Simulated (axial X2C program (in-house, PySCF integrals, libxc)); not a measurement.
## Worked dissociation energy of InP⁻: PBE0, without spin–orbit coupling

All values were computed with an axial X2C code built on PySCF integrals. Spin-free means the one-electron spin-free X2C Hamiltonian. Basis: In dyall-acv3z [12s13p10d5f1g], P dyall-av3z [9s8p3d2f] (cores contracted in-house); Gaussian nuclei, density fitting, unrestricted open shells. Masses: In 114.904 u, P 30.974 u.

Molecular state: M_S = 1/2, Λ = 1 (beyond evenly filled blocks: π+α, π+β, π-α).

```
E(In) (2M_S = 1, M_L = 0) : -5880.662262 hartree
E(P-) (2M_S = 2, M_L = 0) : -341.998275 hartree
E(InP⁻) at Re             : -6222.763522 hartree
ωe                        : 329.1 cm⁻¹
ωexe                      : 1.07 cm⁻¹
```

(1) Work out De and D0.

The state is one determinant whose occupation by symmetry is held fixed; it was picked as the lowest of a PBE0 search that is not exhaustive. Dissociation energies refer to the lowest single-determinant-based atoms at the same level and basis. PBE0 can misorder states that lie within some tenths of an eV, so this need not be the ground state of the molecule. The nearest other spin-free determinant of the search, M_S = 1/2, Λ = 0, lies 0.11 eV up at the distance of the search. The functionals have no current-density term, which raises determinants with orbital currents, atoms included. The highest occupied level of some functionals is positive through self-interaction error; at Hartree–Fock it is bound. The determinant is spin-polarised beyond a pure state at some levels (its spin-free form has ⟨S²⟩ too high), which makes Re and μ there less reliable. Spin-free De lacks the spin–orbit lowering of the heavy p-block atom, a tenth of an eV or more for 4p and 5p, up to an eV for 6p and one to two eV for 7p atoms, less what an open-shell molecule gains itself.

Each atomic determinant is the lowest at this level and need not be a pure term. Totals compare only within one Hamiltonian and basis.

Answers

(1) De = -5880.662262 + (-341.998275) − (-6222.763522) = 0.10298 hartree = 2.802 eV. The zero-point energy is ωe/2 − ωexe/4 = 164 cm⁻¹ = 0.020 eV, so D0 = 2.782 eV.
